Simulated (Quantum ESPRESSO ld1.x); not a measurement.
Values are calculated unless marked as measured or tabulated.
Task: All-electron atom: Pb52+ in [Ne] 3s2 3p5 3d10 4s2 4f1 (not the ground configuration). Level of theory: Dirac Kohn-Sham, exchange-only PBE, spin-unpolarised, spherical densities, point nucleus; open shells are shared between the two j in proportion to 2j + 1 (ld1.x of Quantum ESPRESSO 7.5). Some entries of the table are withheld. Estimate them.

orbital      occ.  eigenvalue (eV)  <1/r> (bohr^-1)  r(max) (bohr)
1s1/2           2         -90999.7              (1)         0.0098
2s1/2           2         -18654.9            25.15          0.057
2p1/2           2         -18049.3            25.08          0.043
2p3/2           4         -15844.4            20.03          0.050
3s1/2           2         -6525.21            9.433          0.159
3p1/2     1.66667         -6260.35              (2)          0.148
3p3/2     3.33333         -5743.03              (3)          0.163
3d3/2           4         -5323.21            7.900          0.126
3d5/2           6         -5210.80            7.606          0.130
4s1/2           2         -3208.51            4.621          0.335
4f5/2    0.428571         -2506.24            3.695          0.272
4f7/2    0.571429         -2493.85            3.657          0.274

Result: 
(1) 1s1/2 <1/r> (bohr^-1): 101.5
(2) 3p1/2 <1/r> (bohr^-1): 9.338
(3) 3p3/2 <1/r> (bohr^-1): 8.019
